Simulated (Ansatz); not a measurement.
One change: `OC[SiH2][SiH3]` becomes `[SiH3][SiH2]CC=S`.

Ansatz, PBE0-D4/def2-TZVP geometries, multiplicity 1. Each molecule was computed in one conformer, which needn't be the lowest.

| property | `OC[SiH2][SiH3]` |
| --- | --- |
| HOMO energy (PBE0/def2-TZVPP) / eV | -7.48 |
| LUMO energy (PBE0/def2-TZVPP) / eV | -0.03 |
| size of the dipole moment (ωB97M-V/def2-TZVPP) / D | 1.15 |
| HOMO energy (PBE/def2-TZVPP) / eV | -6.04 |
| LUMO energy (ωB97M-V/def2-TZVPP) / eV | 1.64 |
| LUMO energy (PBE/def2-TZVPP) / eV | -0.84 |

**Question.** Give the same properties after the change, and the shifts. (An estimate is asked.)

**Answer.** Ansatz gave: 
```tsv
property	`[SiH3][SiH2]CC=S`	shift
HOMO energy (PBE0/def2-TZVPP) / eV	-6.51	0.97
LUMO energy (PBE0/def2-TZVPP) / eV	-2.20	-2.17
size of the dipole moment (ωB97M-V/def2-TZVPP) / D	2.31	1.16
HOMO energy (PBE/def2-TZVPP) / eV	-5.30	0.74
LUMO energy (ωB97M-V/def2-TZVPP) / eV	-0.11	-1.75
LUMO energy (PBE/def2-TZVPP) / eV	-3.10	-2.26
```

With PBE0 the HOMO rises by 0.97 eV and the LUMO falls by 2.17 eV, so the gap narrows by about 3.14 eV. PBE moves the HOMO by 0.74 eV and ωB97M-V by 0.98 eV. Dipoles are sizes alone; their direction can turn.
